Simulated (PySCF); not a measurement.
**Two-component Hartree-Fock for Nd³¹⁺ (neodymium, charge +31)**

Start: [Ar] 3d10 4s1; 4s1/2 filled at m_j = +1/2. Calculated with PySCF 2.14 in an even-tempered Gaussian basis (17 s from 2.9 bohr⁻², ratio 2.8; 13 p from 3.8 bohr⁻², ratio 2.8; 8 d from 6.8 bohr⁻², ratio 2.8; 4 f from 16 bohr⁻², ratio 3): generalised Hartree-Fock with the X2C-1e Hamiltonian and a Gaussian nucleus; one run each with spin-orbit coupling (SO) switched off, then screened by Boettger's factors.

```csv
spinor shell,electrons,"ε, spin-free (eV)","ε, screened SO (eV)",weight of nominal j (screened SO),"rms radius, screened SO (bohr)"
1s1/2,2,-44951.4,-44945.3,1.000,0.0269
2s1/2,2,-8331.2,-8329.4,1.000,0.109
2p1/2,2,-7566.1,-7932.6,1.000,0.0936
2p3/2,4,-7566.1,-7406.4,1.000,0.0995
3s1/2,2,-2675.9,-2675.4,1.000,0.280
3p1/2,2,-2428.0,-2505.8,1.000,0.271
3p3/2,4,-2428.0,-2393.8,1.000,0.283
3d3/2,4,-2095.2,-2109.5,1.000,0.252
3d5/2,6,-2095.2,-2085.4,1.000,0.255
4s1/2,1,-1227.7,-1227.7,1.000,0.597
```

| quantity | spin-free | screened SO |
| --- | --- | --- |
| E (hartree) | -9101.81835 | -9106.47440 |
| M_J | 1/2 | 1/2 |
| ⟨J²⟩ | 0.750 | 0.750 |
| ⟨L²⟩ | 0.000 | 0.025 |
| ⟨S²⟩ | 0.750 | 0.775 |

Each row is a mean over spinors that exchange with the open shell spreads, by up to 4.252 eV (3s1/2).

Breit and QED terms are absent; they matter most for the inner s and p1/2 levels.

Densities and radii are taken from the X2C orbitals without a picture-change correction, which distorts them close to the nucleus.

Without spin-orbit coupling the j labels of p, d and f shells carry no meaning; the spin-free column gives the mean over the occupied spinors of each nl shell.
